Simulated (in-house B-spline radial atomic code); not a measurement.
# Binding energies in In VIII (In7+)

NIST's tabulated ground configuration is [Kr] 4d6; each binding energy is the energy of the ion with one electron taken from that subshell, relaxed, less that of the parent. All numbers are computed (Dirac-Hartree-Fock, average of configuration; Fermi nucleus of rms radius 4.6156 fm) with a B-spline radial code for spherical atoms, not measured. Energies include first-order Breit, QED and recoil terms.

```json
{"subshell": "1s", "X-ray name": "K", "binding energy (eV)": "28072.4", "-ε (eV)": "28221.6", "relaxation (eV)": "59.3"}
{"subshell": "2s", "X-ray name": "L1", "binding energy (eV)": "4378.2", "-ε (eV)": "4416.7", "relaxation (eV)": "29.3"}
{"subshell": "2p1/2", "X-ray name": "L2", "binding energy (eV)": "4073", "-ε (eV)": "4114.5", "relaxation (eV)": "32.6"}
{"subshell": "2p3/2", "X-ray name": "L3", "binding energy (eV)": "3865", "-ε (eV)": "3902.7", "relaxation (eV)": "31.5"}
{"subshell": "3s", "X-ray name": "M1", "binding energy (eV)": "960.2", "-ε (eV)": "971.7", "relaxation (eV)": "10.0"}
{"subshell": "3p1/2", "X-ray name": "M2", "binding energy (eV)": "836.9", "-ε (eV)": "848.7", "relaxation (eV)": "10.4"}
{"subshell": "3p3/2", "X-ray name": "M3", "binding energy (eV)": "798.4", "-ε (eV)": "809.2", "relaxation (eV)": "10.0"}
{"subshell": "4s", "X-ray name": "N1", "binding energy (eV)": "251.6", "-ε (eV)": "253.7", "relaxation (eV)": "1.9"}
{"subshell": "4p1/2", "X-ray name": "N2", "binding energy (eV)": "207.5", "-ε (eV)": "209.4", "relaxation (eV)": "1.7"}
{"subshell": "4p3/2", "X-ray name": "N3", "binding energy (eV)": "200.2", "-ε (eV)": "201.9", "relaxation (eV)": "1.6"}
{"subshell": "4d", "X-ray name": "N4,5", "binding energy (eV)": "132.3", "-ε (eV)": "133.5", "relaxation (eV)": "1.2"}
```

Relaxation = -ε minus the binding energy without Breit, QED and recoil terms.

Emission lines follow as differences of binding energies, with λ = 12398.42 eV·Å / E:

```tsv
line	holes	energy (eV)	wavelength (Å)
K-L3	1s → 2p3/2	24207.4	0.51217
K-L2	1s → 2p1/2	23999.4	0.51661
K-M3	1s → 3p3/2	27274.0	0.45459
L1-M3	2s → 3p3/2	3579.8	3.4634
L3-M1	2p3/2 → 3s	2904.8	4.2683
```

Task: What screening constant σ does Moseley's law, E = (3/4)·13.6057 eV·(Z - σ)², need for K-L3?

Result: σ = 0.29.

Moseley's non-relativistic formula needs a falling, then negative, screening constant for heavy elements, because relativity binds the 1s electron more strongly than the formula allows.

Task: What does it cost to remove both a 1s and a 4d electron?

Result: 28232 eV, which is 26.91 eV more than the two single binding energies together.

Task: What does it cost to remove both a 2p3/2 and a 2p1/2 electron?

Result: 8088.6 eV, which is 150.6 eV more than the two single binding energies together.

Task: What does it cost to remove both a 4s and a 4p1/2 electron?

Result: 481.34 eV, which is 22.26 eV more than the two single binding energies together.
